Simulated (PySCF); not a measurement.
A structure optimised at r2SCAN-D4/def2-SVP, used in a PySCF frequency run:

```xyz
11

C     -2.4790    -0.2009     0.1959
C     -1.4184     0.8939     0.0327
Si     0.2752     0.2401    -0.2867
F      0.3071    -0.6294    -1.6440
F      1.3400     1.4333    -0.4795
Cl     0.9416    -0.9647     1.2303
H     -2.2402    -0.8641     1.0419
H     -2.5498    -0.8267    -0.7075
H     -3.4733     0.2333     0.3807
H     -1.3682     1.5355     0.9306
H     -1.6691     1.5676    -0.8072
```
Charge 0, spin multiplicity 1.

Write its SMILES and formula.

CC[Si](F)(F)Cl, C2H5ClF2Si

What are its rotational constants (standard atomic weights)?

2.4045, 1.9072, 1.4885 GHz
